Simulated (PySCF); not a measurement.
B(F)(Me)(SeH) (CH4BFSe), SMILES CB(F)[SeH].

Coordinates come from a PBE-D3(BJ)/def2-SVP optimisation. The structure was generated by enumeration, and PubChem lists no compound with its InChIKey, so it may never have been made. The values are those of a single conformer.

Level of theory: TDA-PBE/def2-SVPD (PySCF).

Vertical excitations.  State labels are in the subgroup Cs.

```tsv
state	symmetry	energy (eV)	λ (nm)	f	main pairs
S1	A"	5.49	226	0.020	HOMO→LUMO+1 99 %
S2	A'	5.79	214	0.165	HOMO→LUMO 87 %
S3	A"	6.15	202	0.001	HOMO−1→LUMO 94 %
S4	A"	6.32	196	0.038	HOMO→LUMO+2 95 %
S5	A'	6.56	189	0.008	HOMO−1→LUMO+1 93 %
S6	A"	6.89	180	0.005	HOMO→LUMO+3 99 %
S7	A"	7.20	172	0.006	HOMO→LUMO+4 100 %
S8	A'	7.46	166	0.152	HOMO→LUMO+5 51 %, HOMO−1→LUMO+2 42 %
S9	A'	7.69	161	0.168	HOMO→LUMO+5 44 %, HOMO−1→LUMO+2 41 %
S10	A"	7.72	161	0.000	HOMO−2→LUMO 97 %
T1	A'	4.52	275	0	HOMO→LUMO 99 %
T2	A"	5.11	243	0	HOMO→LUMO+1 98 %
T3	A"	5.62	221	0	HOMO−1→LUMO 94 %
T4	A"	6.06	204	0	HOMO→LUMO+2 93 %
```
Triplets are in the Tamm–Dancoff approximation.
